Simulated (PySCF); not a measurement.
# Co+ (cobalt, charge +1) across methods

[Ar] 3d7 4p1, one real determinant (an excited configuration). Calculation: PySCF 2.14, in aug-cc-pVQZ (9s8p6d4f3g2h, 140 functions); the non-relativistic Hamiltonian (point nucleus).

```tsv
method	E (hartree)	mean ε 3d α (eV)	mean ε 3d β (eV)	mean ε 4p α (eV)	Σ⟨r²⟩ (bohr²)	⟨S²⟩
r2SCANh	-1382.235	-21.150	-18.517	-9.228	28.36	6.003
BHandHLYP	-1382.252	-24.974	-22.145	-9.881	28.73	6.003
M06-2X	-1382.229	-25.386	-22.103	-10.045	28.67	6.006
UHF	-1381.00544	-29.736	-26.065	-10.768	29.44	6.004
r2SCAN	-1382.244	-20.122	-17.584	-9.012	28.32	6.003
PBE	-1382.008	-19.744	-17.295	-8.897	28.54	6.001
LDA	-1379.663	-20.033	-17.307	-8.946	28.34	6.001
PBE0	-1382.042	-22.391	-19.677	-9.477	28.59	6.002
```

⟨L²⟩ = 13.96 against 20 for a pure G term, so this real determinant mixes terms.
